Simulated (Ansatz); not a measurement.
C2H7BN2, SMILES `NCC1BN1`. Total charge 0; spin multiplicity 1. The structure was optimised at the PBE0-D4/def2-TZVP level. It is one conformer, not always the lowest.

```xyz
12

N    -1.956    0.246    0.335
C    -0.840   -0.251   -0.453
C     0.496    0.371   -0.107
B     1.552   -0.306    0.828
N     1.723   -0.328   -0.504
H    -1.745    0.155    1.322
H    -2.095    1.235    0.161
H    -1.080   -0.084   -1.510
H    -0.775   -1.337   -0.323
H     0.512    1.456   -0.245
H     2.013   -0.644    1.865
H     2.195   -0.513   -1.369
```

Task: What is the dipole moment at PBE/def2-TZVPP? (Estimate.)

Result: Ansatz gave: 1.70 D, with components (1.38, 0.61, -0.78) D in this frame, pointing from negative to positive charge.

Task: And with r2SCAN, B3LYP, ωB97M-V? (Best estimate.)

Result: Ansatz gave: r2SCAN 1.70 D, B3LYP 1.71 D, ωB97M-V 1.75 D.

Task: Give the Mulliken charges with PBE, r2SCAN, B3LYP in def2-TZVPP. (Best estimate.)

Result: The calculation gave: 
| atom | PBE | r2SCAN | B3LYP |
| --- | --- | --- | --- |
| N1 | -0.32 | -0.36 | -0.33 |
| C2 | -0.02 | 0.10 | 0.00 |
| C3 | -0.05 | 0.02 | -0.06 |
| B4 | -0.11 | -0.08 | -0.08 |
| N5 | -0.15 | -0.21 | -0.19 |
| H6 | 0.13 | 0.13 | 0.12 |
| H7 | 0.13 | 0.13 | 0.12 |
| H8 | 0.06 | 0.02 | 0.06 |
| H9 | 0.06 | 0.02 | 0.06 |
| H10 | 0.07 | 0.04 | 0.07 |
| H11 | 0.02 | 0.02 | 0.05 |
| H12 | 0.18 | 0.17 | 0.17 |

B3LYP here is the variant with VWN-RPA as its local correlation; programs differ in this.
